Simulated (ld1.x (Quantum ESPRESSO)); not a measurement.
Which change was made? (Mn, ultrasoft)

- Element: Mn
- Generator: ld1.x (Quantum ESPRESSO) 7.5
- Type: ultrasoft
- Functional: PW91
- Relativity: scalar-relativistic
- Frozen core: [Ar]
- Valence charge: 7
- Reference configuration: 3d5 4s1 4p1
- Partial waves: 4s (bound): rcut 2.40, rcutus 2.95 bohr; 4s channel at 0.4 Ry: rcut 2.40, rcutus 2.95 bohr; 4p (bound): rcut 2.05, rcutus 2.45 bohr; 4p channel at 1.7 Ry: rcut 2.05, rcutus 2.45 bohr; 3d (bound): rcut 1.55, rcutus 1.75 bohr; 3d channel at -0.1 Ry: rcut 1.55, rcutus 1.75 bohr
- Local potential: all-electron potential smoothed inside 1.45 bohr (lloc = -2)
- Core correction: none
- Augmentation charge: PSQ, inside the norm-conserving radii

Cutoffs, loose and tight: the cutoffs (Ry, on a coarse ladder) from which the occupation-weighted sum of valence levels, in a spherical-Bessel basis at the reference potential, stays within 10 and 1 mRy of its value at 400 Ry. They do not see the model core or the augmentation charge, which bear on the density cutoff. Test errors are all-electron minus pseudo excitation energies from the reference, over the configurations 3d5 4s2 4p0; 3d5 4s1 4p0; 3d5 4s0 4p0; 3d6 4s1 4p0; 3d4 4s2 4p0; 3d5.5 4s1.5 4p0; 3d5 4s0 4p2; variants that change the core or the reference have their own tests.

The base gives: outcome: generated; cutoff, loose: 35 Ry; cutoff, tight: 55 Ry; bound ghosts: none; largest test error (meV): -94.

**Question.** After one change the result is: outcome: generated; cutoff, loose: 35 Ry; cutoff, tight: 55 Ry; bound ghosts: p; largest test error (meV): -105. Which change was it?
A. waves 4p (bound): rcut 1.56, rcutus 1.66 bohr; 4p channel at 1.7 Ry: rcut 1.56, rcutus 1.66 bohr
B. waves 4p (bound): rcut 1.78, rcutus 1.88 bohr; 4p channel at 1.7 Ry: rcut 1.78, rcutus 1.88 bohr
C. waves 4p (bound): rcut 2.02, rcutus 2.14 bohr; 4p channel at 1.7 Ry: rcut 2.02, rcutus 2.14 bohr

**Answer.** C. The others give: waves 4p (bound): rcut 1.78, rcutus 1.88 bohr; 4p channel at 1.7 Ry: rcut 1.78, rcutus 1.88 bohr → outcome: failed: chargeps: negative rho | waves 4p (bound): rcut 1.56, rcutus 1.66 bohr; 4p channel at 1.7 Ry: rcut 1.56, rcutus 1.66 bohr → outcome: failed: run_pseudo: Errors in PS-KS equation.
